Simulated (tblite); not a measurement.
A geometry optimisation, step by step.

C₃H₉GeO₂P.
Bonds: C1–O2, O2–C3, C3–C4, C4–O5 (double), C4–Ge6, Ge6–P7. Hydrogens: H8, H9, H10 on C1; H11, H12 on C3; H13, H14 on Ge6; H15, H16 on P7.

Computed with GFN2-xTB (tblite), gas phase: L-BFGS steps from a force-field or distance-geometry start until the largest atomic force falls under 0.01 eV/Å. 10 of its 152 geometries are shown.

Step 0: E = -640.3936 eV, largest atomic force 2.275 eV/Å
```
atom  x, y, z in Å  |  force x, y, z in eV/Å
C1     -2.936    0.204   -0.724   -0.916   0.412  -0.359
O2     -1.702    0.699   -0.293    0.118  -0.861   0.371
C3     -1.017   -0.321    0.438   -0.740   0.019  -0.466
C4      0.289    0.222    0.903   -0.585   1.399   1.696
O5      0.319    1.150    1.701    0.155  -0.801  -0.798
Ge6     1.938   -0.567    0.309    1.356  -0.569  -0.257
P7      3.174    1.025   -0.780    0.897   0.334   0.563
H8     -3.588   -0.069    0.140    0.379  -0.062  -0.453
H9     -2.814   -0.660   -1.413   -0.072   0.253   0.400
H10    -3.466    1.011   -1.280    0.504  -0.396   0.325
H11    -0.850   -1.207   -0.216   -0.101   0.224   0.181
H12    -1.619   -0.635    1.327    0.239   0.147  -0.409
H13     1.649   -1.742   -0.644    0.064   0.104   0.307
H14     2.743   -1.087    1.533   -0.422  -0.006  -0.355
H15     4.387    0.239   -0.749   -0.669   0.437   0.116
H16     3.485    1.748    0.455   -0.207  -0.635  -0.865
```

Step 17: E = -640.6378 eV, largest atomic force 0.054 eV/Å
```
atom  x, y, z in Å  |  force x, y, z in eV/Å
C1     -2.975    0.210   -0.736    0.046  -0.019   0.021
O2     -1.722    0.655   -0.277   -0.030   0.024  -0.017
C3     -1.034   -0.329    0.449   -0.004  -0.010   0.007
C4      0.273    0.251    0.959    0.011   0.009  -0.023
O5      0.314    1.175    1.725    0.004  -0.025  -0.007
Ge6     1.991   -0.550    0.282    0.001  -0.001   0.019
P7      3.234    1.047   -0.814    0.032  -0.004   0.008
H8     -3.624   -0.077    0.101   -0.005   0.014  -0.022
H9     -2.863   -0.650   -1.409   -0.018   0.022   0.008
H10    -3.421    1.042   -1.277    0.017  -0.002   0.009
H11    -0.822   -1.204   -0.187   -0.012  -0.033  -0.015
H12    -1.627   -0.658    1.318   -0.016  -0.021   0.029
H13     1.692   -1.761   -0.587   -0.017   0.024  -0.013
H14     2.690   -1.146    1.490    0.009   0.007   0.017
H15     4.406    0.297   -0.718   -0.015   0.021   0.032
H16     3.481    1.709    0.387   -0.003  -0.005  -0.054
```

Step 34: E = -640.6444 eV, largest atomic force 0.044 eV/Å
```
atom  x, y, z in Å  |  force x, y, z in eV/Å
C1     -2.968    0.226   -0.731   -0.005  -0.012  -0.002
O2     -1.712    0.638   -0.256   -0.019   0.004  -0.019
C3     -1.041   -0.364    0.464   -0.001   0.011  -0.007
C4      0.267    0.228    0.959   -0.007  -0.022   0.025
O5      0.295    1.142    1.737    0.028  -0.011   0.006
Ge6     1.997   -0.536    0.270   -0.042  -0.007   0.011
P7      3.274    1.013   -0.857    0.004  -0.004  -0.004
H8     -3.639   -0.048    0.092    0.006   0.014   0.010
H9     -2.873   -0.634   -1.407    0.002   0.006  -0.010
H10    -3.382    1.073   -1.274   -0.007  -0.003  -0.003
H11    -0.845   -1.240   -0.177    0.025   0.001   0.008
H12    -1.636   -0.689    1.334    0.009   0.013  -0.004
H13     1.693   -1.741   -0.603   -0.004  -0.008  -0.013
H14     2.683   -1.137    1.483    0.014   0.008   0.003
H15     4.444    0.293   -0.617    0.005   0.031   0.016
H16     3.435    1.784    0.291   -0.009  -0.021  -0.017
```

Step 50: E = -640.6498 eV, largest atomic force 0.031 eV/Å
```
atom  x, y, z in Å  |  force x, y, z in eV/Å
C1     -2.958    0.238   -0.736    0.014   0.011   0.005
O2     -1.689    0.636   -0.283    0.016  -0.020  -0.002
C3     -1.040   -0.361    0.464    0.015  -0.016   0.016
C4      0.275    0.203    0.978    0.005  -0.014  -0.001
O5      0.323    1.066    1.810   -0.014  -0.004  -0.019
Ge6     1.995   -0.550    0.244   -0.021   0.000  -0.004
P7      3.302    0.961   -0.903   -0.023  -0.004   0.007
H8     -3.620   -0.013    0.103    0.012   0.008  -0.005
H9     -2.891   -0.630   -1.404    0.013   0.021   0.015
H10    -3.366    1.088   -1.278   -0.014   0.000  -0.020
H11    -0.842   -1.250   -0.159   -0.013   0.005   0.002
H12    -1.656   -0.662    1.328    0.014   0.006   0.005
H13     1.678   -1.763   -0.616    0.003  -0.010   0.013
H14     2.707   -1.125    1.456   -0.011  -0.019  -0.006
H15     4.475    0.339   -0.478   -0.005   0.031   0.000
H16     3.298    1.834    0.181    0.007   0.006  -0.007
```

Step 67: E = -640.6598 eV, largest atomic force 0.108 eV/Å
```
atom  x, y, z in Å  |  force x, y, z in eV/Å
C1     -2.883    0.292   -0.746    0.022  -0.003  -0.014
O2     -1.582    0.605   -0.317    0.009   0.007  -0.001
C3     -1.034   -0.402    0.499   -0.002   0.012  -0.004
C4      0.302    0.111    1.011   -0.053   0.061   0.045
O5      0.374    0.949    1.869    0.010  -0.045  -0.022
Ge6     1.998   -0.629    0.221    0.050   0.070  -0.046
P7      3.286    0.898   -0.953   -0.044  -0.098  -0.006
H8     -3.549    0.124    0.109   -0.010   0.020  -0.032
H9     -2.883   -0.604   -1.378   -0.022  -0.013  -0.004
H10    -3.234    1.145   -1.322    0.005   0.012  -0.003
H11    -0.881   -1.327   -0.081   -0.016  -0.023   0.044
H12    -1.706   -0.607    1.349    0.086  -0.016  -0.001
H13     1.658   -1.838   -0.636    0.008   0.024   0.000
H14     2.714   -1.226    1.418    0.025   0.000  -0.014
H15     4.446    0.582   -0.248   -0.047   0.012   0.007
H16     2.966    1.937   -0.089   -0.022  -0.019   0.051
```

Step 84: E = -640.7140 eV, largest atomic force 0.235 eV/Å
```
atom  x, y, z in Å  |  force x, y, z in eV/Å
C1     -2.625    0.395   -0.822    0.063  -0.050   0.056
O2     -1.289    0.452   -0.379   -0.028  -0.062   0.001
C3     -0.996   -0.480    0.638   -0.048   0.011   0.051
C4      0.384   -0.089    1.123   -0.109   0.144   0.117
O5      0.521    0.715    2.008    0.146  -0.181  -0.033
Ge6     1.974   -0.790    0.134    0.095   0.057  -0.027
P7      3.081    0.902   -0.971   -0.047   0.108   0.141
H8     -3.324    0.533    0.014    0.044   0.033  -0.065
H9     -2.853   -0.562   -1.314    0.080   0.090   0.031
H10    -2.723    1.215   -1.529   -0.101  -0.018  -0.057
H11    -0.999   -1.503    0.231   -0.009  -0.038   0.088
H12    -1.701   -0.395    1.480   -0.083  -0.025  -0.119
H13     1.588   -1.974   -0.739   -0.016   0.070   0.027
H14     2.880   -1.371    1.196   -0.019  -0.078   0.009
H15     3.909    1.125    0.130    0.011  -0.045  -0.080
H16     2.165    1.836   -0.492    0.022  -0.017  -0.138
```

Step 101: E = -641.0453 eV, largest atomic force 0.236 eV/Å
```
atom  x, y, z in Å  |  force x, y, z in eV/Å
C1     -2.016    0.431   -0.976   -0.041  -0.028   0.085
O2     -0.809    0.012   -0.388    0.085   0.037  -0.019
C3     -0.932   -0.474    0.931    0.030   0.178  -0.031
C4      0.480   -0.515    1.472   -0.021   0.060  -0.132
O5      0.773   -0.231    2.601   -0.008  -0.156   0.035
Ge6     1.814   -0.835    0.007   -0.076   0.150  -0.003
P7      2.500    1.180   -0.888    0.060  -0.001  -0.064
H8     -2.526    1.166   -0.338    0.033  -0.006  -0.030
H9     -2.698   -0.410   -1.149    0.049  -0.026   0.006
H10    -1.761    0.896   -1.926    0.026  -0.048   0.003
H11    -1.343   -1.490    0.929   -0.079  -0.061   0.098
H12    -1.566    0.188    1.536   -0.039  -0.054   0.040
H13     1.252   -1.835   -0.969    0.009  -0.010  -0.085
H14     3.046   -1.510    0.601   -0.125   0.097  -0.005
H15     2.538    1.711    0.395    0.058   0.089   0.027
H16     1.240    1.723   -1.133    0.040  -0.221   0.074
```

Step 117: E = -641.1252 eV, largest atomic force 0.181 eV/Å
```
atom  x, y, z in Å  |  force x, y, z in eV/Å
C1     -1.974    0.392   -0.985   -0.101  -0.014   0.015
O2     -0.785    0.009   -0.345   -0.040   0.094  -0.149
C3     -0.957   -0.413    0.980   -0.035   0.022   0.126
C4      0.443   -0.611    1.494    0.044  -0.008   0.119
O5      0.749   -0.623    2.655   -0.027  -0.057  -0.082
Ge6     1.773   -0.757   -0.005   -0.006  -0.016   0.037
P7      2.549    1.206   -0.919   -0.039  -0.023  -0.056
H8     -2.457    1.202   -0.428   -0.085   0.062   0.003
H9     -2.672   -0.451   -1.060    0.023   0.025  -0.037
H10    -1.716    0.749   -1.980    0.048  -0.076   0.022
H11    -1.504   -1.366    1.030    0.016  -0.052   0.012
H12    -1.508    0.323    1.585    0.051   0.032  -0.051
H13     1.249   -1.692   -1.076    0.080   0.029   0.054
H14     2.946   -1.464    0.640    0.059  -0.051  -0.028
H15     2.593    1.856    0.308   -0.024  -0.025   0.022
H16     1.263    1.651   -1.187    0.035   0.058  -0.007
```

Step 134: E = -641.1441 eV, largest atomic force 0.076 eV/Å
```
atom  x, y, z in Å  |  force x, y, z in eV/Å
C1     -2.003    0.377   -0.989   -0.008  -0.008  -0.001
O2     -0.799    0.056   -0.338    0.020   0.038   0.000
C3     -0.958   -0.353    0.995   -0.015   0.005   0.021
C4      0.427   -0.661    1.498   -0.017  -0.022  -0.071
O5      0.703   -0.844    2.650    0.015   0.009   0.059
Ge6     1.785   -0.739    0.014   -0.010  -0.031  -0.025
P7      2.573    1.203   -0.936   -0.007   0.011   0.004
H8     -2.506    1.213   -0.489   -0.013  -0.015   0.000
H9     -2.678   -0.487   -1.012   -0.010   0.022  -0.011
H10    -1.746    0.665   -2.006    0.015  -0.018   0.003
H11    -1.571   -1.265    1.060    0.005  -0.018   0.014
H12    -1.439    0.424    1.607    0.024   0.017  -0.011
H13     1.292   -1.680   -1.061    0.009   0.004  -0.003
H14     2.970   -1.458    0.633   -0.003   0.009   0.009
H15     2.638    1.862    0.286   -0.002  -0.003   0.006
H16     1.305    1.695   -1.205   -0.001   0.001   0.006
```

Step 151: E = -641.1464 eV, largest atomic force 0.010 eV/Å
```
atom  x, y, z in Å  |  force x, y, z in eV/Å
C1     -1.991    0.371   -0.996    0.000  -0.006  -0.001
O2     -0.790    0.065   -0.333    0.003   0.001  -0.003
C3     -0.948   -0.331    1.004   -0.001  -0.002   0.001
C4      0.435   -0.679    1.491    0.001   0.002  -0.009
O5      0.719   -0.870    2.640   -0.003   0.002   0.009
Ge6     1.784   -0.755   -0.001    0.000  -0.005  -0.005
P7      2.532    1.216   -0.924    0.003   0.003  -0.001
H8     -2.502    1.213   -0.515    0.000  -0.003  -0.001
H9     -2.664   -0.493   -1.013   -0.003  -0.003   0.003
H10    -1.724    0.641   -2.016   -0.001   0.004  -0.003
H11    -1.589   -1.222    1.085    0.001  -0.004   0.008
H12    -1.390    0.467    1.617    0.000   0.008  -0.002
H13     1.307   -1.699   -1.080    0.000   0.005  -0.001
H14     2.978   -1.452    0.624   -0.002  -0.004  -0.003
H15     2.582    1.853    0.310    0.001   0.000   0.004
H16     1.255    1.686   -1.186    0.002   0.003   0.004
```

**Question.** Summarise the path.

**Answer.** The energy falls by 0.7527 eV from step 0 to step 151; nine tenths of that is first reached at step 106. It falls at every step. The largest force goes from 2.275 to 0.010 eV/Å. Among the bonds C4–Ge6 changes most, from 1.922 to 2.013 Å; the atoms move by 1.501 Å rms after alignment.

**Question.** Follow the three bonds and two angles with the largest change from start to end.

**Answer.** 
```
step  E above end (eV)  largest force (eV/Å)  C4–Ge6 (Å)  P7–H16 (Å)  P7–H15 (Å)  C4–Ge6–P7 (°)  C3–C4–Ge6 (°)
   0            0.7527                 2.275       1.922       1.464       1.446          109.0          120.4
   7            0.5198                 0.168       2.005       1.391       1.392          109.2          118.7
  13            0.5105                 0.094       2.008       1.389       1.391          109.8          118.3
  20            0.5072                 0.050       2.014       1.391       1.394          110.5          118.1
  26            0.5048                 0.043       2.012       1.392       1.394          111.3          118.6
  33            0.5023                 0.040       2.013       1.392       1.394          112.9          118.8
  39            0.5004                 0.035       2.013       1.390       1.394          114.0          118.5
  46            0.4979                 0.053       2.012       1.390       1.394          115.0          118.3
  53            0.4955                 0.051       2.016       1.392       1.393          115.2          118.6
  59            0.4935                 0.067       2.012       1.391       1.395          115.7          118.6
  66            0.4883                 0.072       2.012       1.390       1.393          115.3          119.0
  72            0.4768                 0.139       2.014       1.393       1.394          113.3          119.2
  79            0.4624                 0.276       2.013       1.387       1.404          111.0          118.7
  85            0.4235                 0.226       2.002       1.396       1.393          110.8          118.6
  92            0.3345                 0.297       1.992       1.382       1.399          109.1          116.6
  98            0.1463                 0.918       2.013       1.379       1.415          110.6          110.6
 105            0.0766                 0.206       2.007       1.393       1.388          111.3          110.4
 112            0.0406                 0.145       2.002       1.387       1.392          115.0          110.7
 118            0.0172                 0.155       2.012       1.387       1.392          117.8          111.7
 125            0.0065                 0.166       2.016       1.386       1.390          119.9          112.6
 131            0.0032                 0.050       2.014       1.386       1.390          120.4          112.6
 138            0.0011                 0.036       2.013       1.386       1.390          119.4          112.4
 144            0.0003                 0.033       2.013       1.385       1.390          118.9          112.6
 151            0.0000                 0.010       2.013       1.386       1.390          118.9          112.6
```

The cost below is that of the whole relaxation. Hardware: an Arm Neoverse N1 with one thread (shared host). Cost: 1.8 s of wall time.
